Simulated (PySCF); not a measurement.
**C4H10AsB2N**

Geometry:
| atom | x (Å) | y (Å) | z (Å) |
| --- | --- | --- | --- |
| C1 | -3.220 | 2.215 | -1.700 |
| C2 | -2.517 | 1.549 | -0.983 |
| B3 | -1.625 | 0.715 | -0.086 |
| N4 | -0.231 | 0.749 | -0.288 |
| B5 | 0.819 | 0.057 | 0.379 |
| C6 | 2.294 | 0.230 | -0.183 |
| C7 | 0.538 | -0.921 | 1.568 |
| As8 | 0.151 | -2.751 | 0.864 |
| H9 | -3.843 | 2.794 | -2.320 |
| H10 | -2.099 | 0.048 | 0.756 |
| H11 | 0.073 | 1.344 | -1.049 |
| H12 | 3.064 | 0.001 | 0.551 |
| H13 | 2.446 | -0.453 | -1.021 |
| H14 | 2.487 | 1.232 | -0.565 |
| H15 | 1.390 | -1.043 | 2.243 |
| H16 | -0.323 | -0.654 | 2.184 |
| H17 | -0.727 | -2.310 | -0.272 |
| H18 | 1.315 | -2.796 | -0.090 |

Method used: PySCF, TDDFT LC-wPBE/def2-SVPD circular dichroism and optical rotation, one conformer, gas phase. Geometry: GFN2-xTB.

The bonding changed while the geometry was optimised; results refer to the coordinates, not to the name. The molecule is flexible and this is one conformer; a measurement averages over conformers. The calculation is non-relativistic, which matters for the atoms heavier than Zn. Singlets 12 and 13 lie within 0.01 eV of each other, so their separate moments and overlaps can depend on how they mix.

**Question.** Draw the ECD and absorption spectra from the lowest 16 states, each a Gaussian of half-width 0.3 eV at 1/e height.

**Answer.** 
```csv
E (eV),λ (nm),Δε (L mol⁻¹ cm⁻¹),ε (L mol⁻¹ cm⁻¹)
4.66,266,-0.05,0.374
4.81,258,-0.21,1.71
4.96,250,-0.50,7.85
5.11,242,-0.45,59.8
5.26,236,+2.01,444
5.41,229,+13.02,2160
5.56,223,+39.37,6490
5.71,217,+68.51,12000
5.86,211,+65.13,14100
6.01,206,+22.29,11400
6.16,201,-17.75,7140
6.31,196,-25.07,3770
6.46,192,-13.92,1930
6.61,187,-5.81,2470
6.76,183,-6.79,6590
6.91,179,-19.61,14400
7.06,176,-41.72,21900
7.21,172,-49.01,22400
7.36,168,-25.15,16000
7.51,165,+7.82,10300
7.66,162,+24.16,8260
7.81,159,+20.63,6740
7.96,156,+9.90,5210
8.11,153,+10.80,6190
8.26,150,+28.39,10200
8.41,147,+38.14,14000
```
Δε uses R in velocity form, ε uses f in length form. Only the states computed contribute, so the short-wavelength end is incomplete.
